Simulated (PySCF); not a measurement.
# Electric properties by functional and basis

Compound: C2H8GeOS.
Z-matrix (Å and degrees, PBE0-D3(BJ)/def2-SVP geometry), rows numbered from 1:
```
C 
O   1  1.4018
Ge  2  1.7805  1  119.88
S   3  2.2132  2  109.19  1   -59.17
C   4  1.8229  3   98.84  2   -60.38
H   1  1.1070  2  112.20  3   -70.92
H   1  1.1014  2  108.45  3   170.13
H   1  1.1063  2  112.30  3    50.70
H   3  1.5337  2  103.29  1  -178.84
H   3  1.5403  2  110.97  1    57.61
H   5  1.0992  4  111.33  3   -69.09
H   5  1.0985  4  111.11  3    53.57
H   5  1.0982  4  106.75  3   172.25
```

PySCF, dipoles from the SCF density, polarisabilities from static response with core orbitals frozen. Isolated species at its PBE0-D3(BJ)/def2-SVP geometry (one conformer only). Relativistic effects, spin–orbit coupling among them, are left out although an element past zinc is present.

The anisotropy is √(½[(α1 − α2)² + (α2 − α3)² + (α3 − α1)²]).

```
              level  μ (D)  α (Å³)  anisotropy (Å³)
      LDA/def2-SVPD  0.561   12.89             2.66
      PBE/def2-SVPD  0.574   12.68             2.57
    B3LYP/def2-SVPD  0.492   12.27             2.39
     PBE0/def2-SVPD  0.524   12.11             2.36
BHandHLYP/def2-SVPD  0.445   11.74             2.21
CAM-B3LYP/def2-SVPD  0.444   12.03             2.28
  wB97X-D/def2-SVPD  0.500   11.96             2.25
  LC-wPBE/def2-SVPD  0.459   11.67             2.18
       HF/def2-SVPD  0.461   11.21             2.00
        PBE0/6-31G*  0.533    9.89             2.45
      PBE0/def2-SVP  0.473   10.05             2.57
   PBE0/aug-cc-pVDZ  0.549   12.31             2.37
     PBE0/def2-TZVP  0.549   11.48             2.59
    PBE0/def2-TZVPD  0.534   12.31             2.38
```

The dipole runs from 0.44 D (CAM-B3LYP/def2-SVPD) to 0.57 D (PBE/def2-SVPD). No reference polarisability is at hand; against PBE0 in the largest diffuse basis at hand (def2-TZVPD) the other PBE0 rows deviate by 6-31G* -20%, def2-SVP -18%, def2-SVPD -2%, aug-cc-pVDZ 0%, def2-TZVP -7%. In one basis (def2-SVPD) the functionals order the polarisability from HF (lowest) to LDA (highest), a spread of 15%. With PBE0 the polarisability is 10.47 Å³ without diffuse functions (mean of 6-31G*, def2-SVP and def2-TZVP) and 12.24 Å³ with them (mean of def2-SVPD, aug-cc-pVDZ and def2-TZVPD).

Without π bonds the low states are Rydberg-like; a valence basis with one diffuse set may place them up to an eV too high.
